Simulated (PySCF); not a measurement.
# Bond curve of KLi

Set-up: K x2c-TZVPall, Li x2c-TZVPall; spin-free X2C with a Gaussian nucleus (PySCF 2.14). Energies in eV from K + Li in their ground configurations at the same level. State: ¹Σ⁺ (singlet), closed shell.

```csv
R (Å),PBE0
2.914,-0.5050
3.049,-0.5768
3.185,-0.6197
3.286,-0.6361
3.388,-0.6412
3.490,-0.6367
3.625,-0.6185
3.795,-0.5805
3.998,-0.5191
4.269,-0.4208
```

Q: Put a parabola through the three lowest points of the PBE0 curve and estimate Re, k and ωe (reduced mass 5.945 u; 1 eV/Å² = 0.16022 mdyn/Å; ωe = 1302.8·√(k/μ) cm⁻¹).

A: Through R = 3.286, 3.388, 3.49 Å the second-order coefficient is 0.461 eV/Å², so Re ≈ 3.391 Å, k ≈ 0.148 mdyn/Å and ωe ≈ 205 cm⁻¹. A polynomial fit of higher order to the unrounded PBE0 energies gives Re = 3.388 Å, k = 0.148 mdyn/Å, ωe = 206 cm⁻¹; anharmonicity and rounding make the difference.

The higher-order fit for each curve: PBE0: Re = 3.388 Å, ωe = 206 cm⁻¹, De = 0.64 eV.

Closed-shell solutions of metal pairs were not tested for spin polarisation, which can lower them a little.
